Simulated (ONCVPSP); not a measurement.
**Os (Z = 76): one change to an ONCV potential, before and after**

```json
{
 "Element": "Os (Z = 76)",
 "Generator": "ONCVPSP 4.0.1",
 "Type": "optimised norm-conserving Vanderbilt (ONCV)",
 "Functional": "LDA (Perdew-Wang 92)",
 "Relativity": "fully relativistic",
 "Frozen core": "[Kr] 4d10",
 "Valence charge": "30",
 "Reference configuration": "4f14 5s2 5p6 5d6 6s0.5 (charge +1.5)",
 "Partial waves": "5s+6s: rc 1.60 bohr, ncon 4, nbas 8, qcut 9.5 1/bohr, 2 projectors; 5p: rc 1.20 bohr, ncon 3, nbas 7, qcut 8.2 1/bohr, 1 projector; 5d: rc 2.10 bohr, ncon 4, nbas 8, qcut 7.6 1/bohr, 2 projectors, debl 2.6 Ha; 4f: rc 1.00 bohr, ncon 4, nbas 9, qcut 14.5 1/bohr, 1 projector",
 "Local potential": "polynomial inside 0.90 bohr (lpopt 5, dvloc0 0 Ha)",
 "Core correction": "Teter function, fcfact 2.75, rcfact 1.7"
}
```

Open shells are filled in proportion to 2j + 1.

Change: s: qcut 6; p: qcut 5.2; d: qcut 4.8; f: qcut 9.1.

Cutoffs: the cutoffs (Ha) at which the residual kinetic energy of the hardest occupied pseudo-wave falls to 1 and 0.1 mHa per electron; they do not see the model core or the augmentation charge, which bear on the density cutoff. Errors are all-electron minus pseudo energies relative to the spin-unpolarised reference configuration.

What does the change do?

The bound ghosts move from s to p, s; the lowest positive-energy flag moves from p3/2 at 14.3 eV to p1/2 at 26.7 eV; of the 4 tests that both files solve, the error grows in 3 and shrinks in 0 by more than 15 % and 0.3 meV (median size 1.2 → 1.6 meV).

```csv
quantity,base,changed
"cutoffs, loose and tight","213 Ha, 358 Ha",not determined
bound ghosts,s,"s, p3/2"
GHOST(+) flags under 300 eV,"p3/2 at 14.3 eV, p1/2 at 35.6 eV","p1/2 at 26.7 eV, d5/2 at 186.2 eV, d3/2 at 212.9 eV"
"error for 4f14 5s2 5p6 5d6 6s2, meV [ΔE -17.54 eV]",-2.0,-2.7
"error for 4f14 5s2 5p6 5d6 6s1, meV [ΔE -7.68 eV]",-0.4,-0.5
"error for 4f14 5s2 5p6 5d6 6s0, meV [ΔE 9.60 eV]",-0.2,-0.6
"error for 4f14 5s1 5p6 5d6 6s2, meV [ΔE 80.86 eV]",-39,-234
s: phases at 1.63 bohr within 0.05 rad from the reference energy up to (Ha; the scan ends near 5),to the end of the scan,to the end of the scan
p3/2: phases at 1.22 bohr within 0.05 rad from the reference energy up to (Ha; the scan ends near 5),-0.4,-0.8
p1/2: phases at 1.22 bohr within 0.05 rad from the reference energy up to (Ha; the scan ends near 5),0.1,-0.4
d5/2: phases at 2.13 bohr within 0.05 rad from the reference energy up to (Ha; the scan ends near 5),to the end of the scan,to the end of the scan
d3/2: phases at 2.13 bohr within 0.05 rad from the reference energy up to (Ha; the scan ends near 5),to the end of the scan,to the end of the scan
f7/2: phases at 1.01 bohr within 0.05 rad from the reference energy up to (Ha; the scan ends near 5),0.2,-0.5
f5/2: phases at 1.01 bohr within 0.05 rad from the reference energy up to (Ha; the scan ends near 5),0.1,-0.6
"rms error of d²Exc/dni dnj with the model core, mHa",3.23,3.49
```

 A true bound ghost makes a file unfit for plane-wave use even where its test errors are small: the radial tests pick states by their node count and pass the ghost by.
